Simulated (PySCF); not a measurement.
Stepwise substitution at one centre (Ga CH3-OH). Isolated molecules, 0 K electronic values unless said otherwise. One relaxed conformer stands for each flexible species; it need not be the lowest. Strings in code marks are SMILES.

Calculation: M06-2X/def2-TZVP (PySCF 2.14.0). Delta-SCF ions had no search for a lower state. Excitations are Tamm–Dancoff values on a coarser integration grid. The basis has no diffuse functions, so Rydberg states are missing or too high.

```
species                                                                     brightest of the four lowest singlets (TDA) (eV)  HOMO–LUMO gap (eV)  vertical ionisation energy (Delta-SCF) (eV)  T1 excitation (TDA) (eV)  S1 oscillator strength
--------------------------------------------------------------------------  ------------------------------------------------  ------------------  -------------------------------------------  ------------------------  ----------------------
0 of 3 CH3 replaced by OH (`[CH3][Ga]([CH3])[CH3]`)                                                                     7.12                8.49                                         9.61                      4.95                   0.000
1 of 3 CH3 replaced by OH (`[CH3][Ga]([CH3])[OH]` (C–Ga–O–H torsion 180°))                                              7.16                9.10                                        10.00                      5.53                   0.000
2 of 3 CH3 replaced by OH                                                                                               7.47               10.38                                        11.08                      6.56                   0.007
3 of 3 CH3 replaced by OH                                                                                               7.70               10.57                                        11.89                      6.40                   0.000
```
